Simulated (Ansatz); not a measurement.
The cluster Mn₃. Charge 0, multiplicity 14. Geometry PBE0-D4/def2-TZVPD, that of the charge -1 multiplicity 13; atoms count from 1.

```xyz
3

Mn   -0.2511    0.6646   -1.3252
Mn    1.1963   -0.8747    0.0676
Mn   -0.9452    0.2101    1.2576
```

The charge 0 multiplicity 14 is spin-contaminated (final ⟨S²⟩ up to 49.91, 48.75 for a pure state). The structure comes from a short search, and lower isomers may exist.

Question: Estimate the Mulliken populations from the PBE0/def2-TZVPD orbitals of Ansatz.

Answer: 
| atom | charge (e) | spin (α − β) | d electrons |
| --- | --- | --- | --- |
| Mn1 | 0.01 | 4.15 | 5.46 |
| Mn2 | 0.02 | 4.03 | 5.48 |
| Mn3 | -0.03 | 4.82 | 5.34 |
Mulliken values and Mayer orders depend strongly on the basis. With diffuse functions, as here, like atoms can get unlike values, and bond orders can come out too low or too high.

Question: Where does the spin sit?

Answer: Summed by element: Mn 13.00, of 13 unpaired in all. Largest on single atoms: Mn3 4.82, Mn1 4.15, Mn2 4.03.

Question: And the Mayer bond orders between bonded heavy atoms (over 0.3)?

Answer: Mn1–Mn2 1.29 (2.53 Å); Mn1–Mn3 0.81 (2.71 Å); Mn2–Mn3 0.83 (2.68 Å).
